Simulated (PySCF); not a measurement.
Vanadium: a sound run and one with changed settings

Sound run: V⁺ [Ar] 3d4, V²⁺ [Ar] 3d3. Calculation: PySCF 2.14, in cc-pVTZ; no relativity, point nucleus. In the sound run the correlated levels freeze [Ar]. The sound run starts from symmetry-adapted Hartree-Fock orbitals and uses a fine grid where one is needed.

Changed run: initial guess atom, at most 50 SCF cycles, level shift 0.5 hartree.

```
species  method  sound run (hartree)  changed run (hartree)  converged
     V⁺     UHF           -942.67479             -942.68304        yes
     V⁺     PBE           -943.43566             -943.40912        yes
     V⁺  r2SCAN           -943.64466             -943.62738        yes
    V²⁺     UHF           -942.18678             -942.18678        yes
    V²⁺     PBE           -942.86862             -942.86862        yes
    V²⁺  r2SCAN           -943.09309             -943.09309        yes
    V²⁺     MP2           -942.20470             -942.20180        yes
```

The plain start fixes occupations by D2h representation alone, and V⁺ at UHF, V⁺ at PBE, V⁺ at r2SCAN landed in another state (other ⟨L²⟩ or ⟨S²⟩). A level shift leaves the converged SCF energy unchanged but raises the virtual orbital energies, which shrinks MP2 if it is not removed.
